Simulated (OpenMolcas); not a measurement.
Tm3+ among 8 point charges of -1 e arranged as a cube (Oh).

- Program: OpenMolcas
- Method: SS-CASPT2, IPEA 0.25 Eh, imaginary shift 0.1 Eh (closed shells correlated: 5s 5p)
- Basis: ANO-RCC-VDZP [7s6p4d2f1g]
- Scalar Hamiltonian: DKH2, point nucleus
- Active space: 12 electrons in 7 orbitals (4f)
- State averaging: 2S+1 = 3 even, 21 roots; 2S+1 = 1 even, 27 roots kept (CI in the orbitals of an earlier block)
- Spin-orbit coupling: RASSI with atomic mean-field integrals over the reference wave functions

All point charges move together. At R = 2.44 Å the width of the lowest J multiplet is 148 cm-1, and at R = 2.76 Å it is 109 cm-1.

Q: A third run gives 188 cm-1. What distance was it run at?

A: With a power law R^-n the two known points give n = -ln(109 / 148) / ln(2.76 / 2.44) = 2.48. Then R = 2.44 × (148 / 188)^(1/2.48) = 2.216 Å. The run was at 2.32 Å, so the estimate is off by -0.104 Å.

Roots that are degenerate in the reference are averaged as groups; the widest CASPT2 spread within a group is 610 cm-1 (the 3-fold group of multiplicity 1 near 32900 cm-1 above the lowest state of its run, R = 2.44). Shifts and gaps below about the spread of the groups concerned are not significant. This is an electrostatic model: the charges have no orbitals. No measured value stands beside these numbers.
